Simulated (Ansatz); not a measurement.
Stepwise reaction of `[I][GaH][I]` with hydrogen fluoride, as a gas-phase model of exchange steps in deposition or etching. ΔE in kJ/mol; ΔG adds harmonic PBE0-D4 terms to CCSD(T)/CBS, at 1 bar.

Gas-phase electronic energies from Ansatz, PBE0-D4/def2-TZVP geometries. CBS: MP2 limit from def2 TZ/QZ plus the TZ coupled-cluster correction, frozen cores. This one scheme is used for every species. DFT in def2-TZVPP. B3LYP here is the variant with VWN-RPA as its local correlation; programs differ in this. def2 core potentials past Kr. For Ga, I outer-core shells are correlated without core-valence functions, which leaves a few kJ/mol of doubt a bond. Scalar relativity is left out up to krypton.

| step | reaction | PBE-D4 | B3LYP-D4 | ωB97M-V | CCSD(T)/CBS | ΔG(500 K) |
| --- | --- | --- | --- | --- | --- | --- |
| 2 | `[F][GaH][I]` + H–F → `[F][GaH][F]` + HI | 44.5 | 40.0 | 39.4 | 49.0 | 42.6 |

(1) Give the row of step 1, `[I][GaH][I]` + H–F → `[F][GaH][I]` + HI. (An estimate is asked.)

(2) By hand: ΔE of the 2 steps together at CCSD(T)/CBS.

Answers

(1) Computed: 
```
step                                  reaction  PBE-D4  B3LYP-D4  ωB97M-V  CCSD(T)/CBS  ΔG(500 K)
   1  `[I][GaH][I]` + H–F → `[F][GaH][I]` + HI    45.6      42.0     40.4         53.3       40.8
```

(2) (53.3) + (49.0) = 102.3 kJ/mol, or 51.1 kJ/mol a step.

In ΔE the steps differ by no more than 4.3 kJ/mol. All are uphill at CCSD(T)/CBS. ΔG lies between 40.8 and 42.6 kJ/mol a step. PBE-D4 differs from CCSD(T)/CBS by -7.7 to -4.5 kJ/mol a step. Isolated molecules leave out the surface, adducts and barriers. Largest T1 diagnostic: 0.015.
